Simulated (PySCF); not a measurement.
## Cl(3+) (chlorine, charge +3): PBE calculation

Configuration: [Ne] 3s2 3p2, high-spin 3P determinant. Computed with PySCF 2.14 in dyall-av3z, with scalar relativity by spin-free X2C-1e.

| Property | Result |
| --- | --- |
| Total energy | -458.5947 hartree |
| One-electron energy | -610.9055 hartree |
| Hartree (Coulomb) energy | 179.2555 hartree |
| Exchange-correlation energy | -26.9447 hartree |
| ⟨S²⟩ | 2.0025 |
| ⟨L²⟩ | 2.011 |
| Sum of ⟨r⟩ | 9.313 bohr |
| Sum of ⟨r²⟩ | 11.46 bohr² |
| Traceless quadrupole moment −½Σ⟨3z² − r²⟩ along its main axis | 0.977 e·bohr² |
| Langevin diamagnetic susceptibility | -9.07 ×10⁻⁶ cm³/mol |

```tsv
shell	electrons	mean orbital energy (hartree)	spread (hartree)	rms radius, mean of both spins (bohr)
1s α	1	-102.76803	0	0.105
1s β	1	-102.75163	0	0.105
2s α	1	-10.93410	0	0.483
2s β	1	-10.91857	0	0.483
2p α	3	-8.70008	0.01658	0.453
2p β	3	-8.67826	0.03486	0.453
3s α	1	-2.20404	0	1.49
3s β	1	-2.09455	0	1.49
3p α	2	-1.70021	0	1.62
```

Densities and radii are taken from the X2C orbitals without a picture-change correction, which distorts them close to the nucleus.
